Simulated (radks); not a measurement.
The fluorine ion F+, 8 electrons, occupied as [He] 2s2 2p3 5p1 (not the ground configuration).

Method: Dirac Kohn-Sham, PBE, spin-unpolarised, spherical densities, finite nucleus; open shells fill j = l - 1/2 first; Fermi nuclear charge, rms radius 2.8976 fm; computed with a radial shooting solver on a logarithmic mesh with Libxc functionals.

Energy parts (hartree):
part                      energy
total                  -97.73667
kinetic                 97.73652
electron-nucleus      -224.66977
Hartree                 38.32916
exchange-correlation    -9.13259

Orbitals (lengths in bohr, moments of r in powers of bohr):
\begin{tabular}{lrrr}
orbital & occ. & eigenvalue (hartree) & <r^2> \\ \hline
1s1/2 & 2 & -25.99820 & 0.04191 \\
2s1/2 & 2 & -2.39993 & 1.007 \\
2p1/2 & 2 & -1.70419 & 1.012 \\
2p3/2 & 1 & -1.70100 & 1.015 \\
5p1/2 & 1 & -0.08952 & 199.2 \\
5p3/2 & 0 & -0.08948 & 199.3 \\
\end{tabular}

The highest occupied level is 5p1/2 at -2.436 eV. Summed over all electrons, <r^2> = 204.4 bohr^2, which gives a Langevin (diamagnetic) susceptibility term of -162 x 10^-6 cm^3/mol. The electron density at the nucleus is 470 e/bohr^3.
